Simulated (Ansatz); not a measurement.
Consider the formal exchange of groups at the Si–Si bond: `N[SiH2][SiH2][SiH3]` + `[F][GaH][SiH3]` → `N[SiH2][Ga]([F])[SiH3]` + disilane.

Gas-phase electronic energies from Ansatz, PBE0-D4/def2-TZVP geometries. CCSD(T)/CBS adds triple-zeta CCSD(T) − MP2 to the extrapolated MP2 energy (def2 sets, frozen cores). DFT in def2-TZVPP. For Ga outer-core shells are correlated without core-valence functions, which leaves a few kJ/mol of doubt a bond. Scalar relativity is left out up to krypton. Each species was taken in one conformer, which may not be the lowest.

```json
{"level": "ωB97X-V", "ΔE (kJ/mol)": "-5.4"}
{"level": "PBE0", "ΔE (kJ/mol)": "-8.0"}
{"level": "MP2/def2-QZVPP", "ΔE (kJ/mol)": "-7.4"}
{"level": "HF/CBS(def2)", "ΔE (kJ/mol)": "-8.6"}
```

Problem. What does CCSD(T)/CBS give? (Best estimate.)

Solution. The calculation gave: -9.1 kJ/mol. The listed levels differ from it by 3.7, 1.1, 1.7, 0.5 kJ/mol.

Largest T1 diagnostic among the species: 0.014.

From PBE to PBE0 (25 % exact exchange), in def2-TZVPP and without D4, ΔE moves by +3.3 kJ/mol.
